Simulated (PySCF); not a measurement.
```xyz
23

O     -1.6406    -1.9675     0.9872
C     -1.5553    -1.1509     0.0878
C     -0.7765     0.1441     0.1439
Si    -2.1134     1.4950     0.4943
C      0.2527     0.1486     1.2958
C      1.4585    -0.7524     0.9862
C      2.1034    -0.3987    -0.3591
C      1.0792    -0.4637    -1.4983
C     -0.1240     0.4521    -1.2267
H     -2.1143    -1.3043    -0.8895
H     -1.4223     2.8312     0.4616
H     -2.7338     1.2718     1.8439
H     -3.1825     1.4668    -0.5645
H     -0.2454    -0.1913     2.2262
H      0.6065     1.1890     1.4700
H      2.2015    -0.6751     1.8072
H      1.1185    -1.8100     0.9696
H      2.5274     0.6302    -0.3085
H      2.9567    -1.0769    -0.5693
H      1.5489    -0.1891    -2.4660
H      0.7217    -1.5123    -1.6101
H     -0.8785     0.3509    -2.0375
H      0.2116     1.5125    -1.2444
```

Charge 0, multiplicity 1.

**Question.** Give the Mulliken and meta-Löwdin atomic charges from PySCF with PBE-D3(BJ)/def2-TZVP // PBE-D3(BJ)/def2-SVP.

**Answer.** 
| atom | Mulliken (e) | meta-Löwdin (e) |
|---|---|---|
| O1 | -0.24 | -0.38 |
| C2 | -0.01 | 0.24 |
| C3 | 0.09 | -0.19 |
| Si4 | 0.12 | 0.42 |
| C5 | -0.22 | -0.21 |
| C6 | -0.20 | -0.20 |
| C7 | -0.17 | -0.20 |
| C8 | -0.17 | -0.20 |
| C9 | -0.25 | -0.20 |
| H10 | 0.06 | 0.06 |
| H11 | -0.02 | -0.07 |
| H12 | -0.01 | -0.07 |
| H13 | -0.02 | -0.07 |
| H14 | 0.12 | 0.12 |
| H15 | 0.09 | 0.10 |
| H16 | 0.10 | 0.11 |
| H17 | 0.12 | 0.11 |
| H18 | 0.08 | 0.10 |
| H19 | 0.10 | 0.11 |
| H20 | 0.10 | 0.11 |
| H21 | 0.10 | 0.10 |
| H22 | 0.12 | 0.11 |
| H23 | 0.10 | 0.10 |
